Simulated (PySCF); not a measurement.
## Cl²⁺: excitation energy

Cl²⁺ [Ne] 3s2 3p3 (4S) → Cl²⁺ [Ne] 3s1 3p4 (4P), as a difference of total energies. Calculation: PySCF 2.14, in ANO-RCC-VTZP; scalar relativity by spin-free X2C-1e. Correlated levels: valence: [Ne] frozen. The calculations carry no spin-orbit coupling.

```
           method  excitation energy (eV)
              UHF                  13.024
    MP2 (valence)                  12.970
SCS-MP2 (valence)                  12.959
   CCSD (valence)                  12.443
CCSD(T) (valence)                  12.340
  CCSDT (valence)                  12.299
```

**Question.** How much does correlation contribute at CCSD(T) (valence)?

**Answer.** 12.340 − (13.024) = -0.684 eV, measured against UHF.

A first-order spin-orbit estimate (lowest level to lowest level, LS coupling) adds -0.048 eV.

The coupled-cluster amplitudes are large for the upper state (T1 above 0.03 or a double amplitude above 0.15), so a single reference is strained.
